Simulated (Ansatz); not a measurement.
Geometry optimisation, Ansatz 0.2.0, RKS PBE0-D4/STO-3G.

The input (input.yaml):

```yaml
crystal:
  periodic: [false, false, false]
  atoms:
    - { symbol: B, position_ang: [-0.9078, 1.5586, 0.0828] }
    - { symbol: B, position_ang: [-0.2402, 0.1275, 0.3061] }
    - { symbol: "N", position_ang: [-0.4843, -0.6146, 1.6012] }
    - { symbol: Si, position_ang: [0.9521, -0.623, -1.0934] }
    - { symbol: H, position_ang: [-0.7913, 2.181, -0.9601] }
    - { symbol: H, position_ang: [-1.6346, 2.0875, 0.9158] }
    - { symbol: H, position_ang: [-0.24541, 0.0015, 2.37628] }
    - { symbol: H, position_ang: [-1.58716, -0.72923, 1.64913] }
    - { symbol: H, position_ang: [0.0798, -0.7983, -2.2664] }
    - { symbol: H, position_ang: [1.4, -1.9335, -0.6201] }
    - { symbol: H, position_ang: [1.9893, 0.2753, -1.349] }
basis:
  gaussian: { orbitals: STO-3G }
hamiltonian:
  xc: pbe0
  dispersion: d4
relax:
  f_tol: 0.015
  max_steps: 40
output:
  orbitals: {}
```

Launched with:

```bash
$ ansatz run input.yaml --threads 1 --pin off --max-ram 2048MiB --backend cpu --events-out ev --progress --plain --runs-dir out
```

Task: Where does it end, and by what steps?

Result: The run converged. The force dipped under the threshold on the way, but the program's further checks kept it going. Limits of this set-up: minimal basis. After 30 steps the energy has fallen by 2.986 eV; H6 moved furthest, 1.68 Å.

```tsv
step	energy less start (eV)	largest force component (eV/Å)	accepted
0	0.0000	4.295	yes
2	-0.7433	1.742	yes
4	-1.3052	2.756	yes
6	-2.1441	2.423	yes
8	-2.6697	0.940	yes
10	-2.8627	0.464	yes
12	-2.9447	0.511	yes
14	-2.9828	0.082	yes
16	-2.9836	0.034	yes
18	-2.9843	0.035	yes
20	-2.9847	0.042	yes
22	-2.9852	0.031	yes
24	-2.9854	0.049	yes
26	-2.9857	0.015	yes
28	-2.9857	0.023	no
30	-2.9858	0.008	yes
```

```xyz
11
Properties=species:S:1:pos:R:3
B -0.808 1.779 0.057
B -0.391 0.238 0.383
N -0.790 -0.537 1.455
Si 0.830 -0.570 -0.944
H -1.715 2.045 -0.643
H -0.150 2.689 0.404
H -1.428 -0.214 2.207
H -0.492 -1.519 1.616
H 0.240 -0.618 -2.262
H 1.167 -1.927 -0.572
H 2.068 0.166 -1.059
```

Whether the end is a true minimum wasn't checked by a vibrational analysis.

The run took 73 s on 1 thread of Intel(R) Xeon(R) Processor @ 2.70GHz, on a shared host, peak memory 0.13 GiB.
